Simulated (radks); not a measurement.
Spherical quantum dot in the effective-mass picture: electrons in a hard-walled sphere of radius 1.82, all in effective atomic units (hartree* = m*/eps^2 hartree, bohr* = eps/m* bohr), one dielectric constant everywhere. Calculated with a radial shooting solver with Libxc functionals: non-relativistic Kohn-Sham, LDA (Slater exchange, Perdew-Wang correlation), spin-polarised, spherical densities. Levels are named by radial order and angular momentum (1s, 1p, 1d, 2s, ...), and open shells are averaged over m. Each electron was tried in the lowest free levels, single moves between levels near the top were tried too, and the lowest total energy was kept; such a search can miss a lower state. At N = 1 the Hartree and exchange-correlation terms need not cancel, so that row can carry a self-interaction error.

N,open shells,2S,E (hartree*),mu = E(N) - E(N-1) (hartree*),addition energy mu(N+1) - mu(N) (hartree*),e(HOMO) (hartree*),rms radius (bohr*)
1,"1s(up 1, down 0)",1,1.52810,1.5281,0.9034,1.8713,0.9727
2,none,0,3.95960,2.4315,2.149,2.7849,0.9952
3,"1p(up 1, down 0)",1,8.54028,4.5807,0.7025,4.9268,1.054
4,"1p(up 2, down 0)",2,13.8234,5.2832,0.7224,5.6424,1.085
5,"1p(up 3, down 0)",3,19.8290,6.0055,0.9377,6.3699,1.106
6,"1p(up 3, down 1)",2,26.7722,6.9432,0.6922,7.2853,1.122
7,"1p(up 3, down 2)",1,34.4076,7.6354,0.7088,7.9881,1.135
8,none,0,42.7519,8.3442,2.445,8.7015,1.146
9,"1d(up 1, down 0)",1,53.5406,10.789,0.6822,11.129,1.163
10,"1d(up 2, down 0)",2,65.0116,11.471,0.6865,11.814,1.177
11,"1d(up 3, down 0)",3,77.1691,12.157,0.6891,12.502,1.188
12,"1d(up 4, down 0)",4,90.0157,12.847,0.6907,13.192,1.198
13,"1d(up 5, down 0)",5,103.553,13.537,0.8878,13.883,1.207
14,"1d(up 5, down 1)",4,117.978,14.425,0.6736,14.761,1.215
15,"1d(up 5, down 2)",3,133.077,15.099,0.6777,15.437,1.222
16,"1d(up 5, down 3)",2,148.854,15.777,0.6804,16.116,1.229
17,"1d(up 5, down 4)",1,165.310,16.457,0.6821,16.798,1.235
18,none,0,182.449,17.139,2.691,17.480,1.240
19,"2s(up 1, down 0)",1,202.279,19.830,0.7645,20.265,1.234
20,"2s(up 1, down 0) 1f(up 1, down 0)",2,222.874,20.594,0.6356,20.973,1.241
21,"1f(up 3, down 0)",3,244.103,21.230,0.6533,21.550,1.260
22,"1f(up 4, down 0)",4,265.987,21.883,0.6672,22.217,1.265
23,"1f(up 5, down 0)",5,288.537,22.550,0.6677,22.884,1.270
24,"1f(up 6, down 0)",6,311.755,23.218,0.6679,23.552,1.275
25,"1f(up 7, down 0)",7,335.641,23.886,0.8531,24.220,1.280
26,"1f(up 7, down 1)",6,360.380,24.739,-,25.068,1.284

All shells are closed at N = 2, 8, 18 (there: 1s2 1p6 1d10); the second difference of the energy has clear peaks (12 % above both neighbours; the first and last values, which can be the largest, are not judged, and half-filled shells can peak too) at N = 2, 5, 8, 13, 18.
